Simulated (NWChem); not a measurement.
**A calculation on CClF**

```xyz
3

F      0.2527    -1.4738     0.0000
C     -0.6854    -0.5857     0.0000
Cl     0.1081     0.9870     0.0000
```
Charge 0, spin multiplicity 1.

Everything below was run with NWChem. All single points use one geometry, from B3LYP/def2-SVP, a minimum by its harmonic frequencies.

Symmetry labels belong to the abelian group Cs used in the runs, with the axes of the coordinates shown.

The structure started from a generated list of species.

**Question.** List the lowest 6 singlet excitations that CIS/aug-cc-pVDZ gives, with oscillator strengths.

**Answer.** 
```tsv
state	symmetry	energy (eV)	wavelength (nm)	f
1	a"	3.71	334	0.018
2	a"	7.33	169	0.000
3	a'	7.67	162	0.018
4	a'	8.65	143	0.301
5	a'	9.31	133	0.020
6	a"	9.63	129	0.000
```
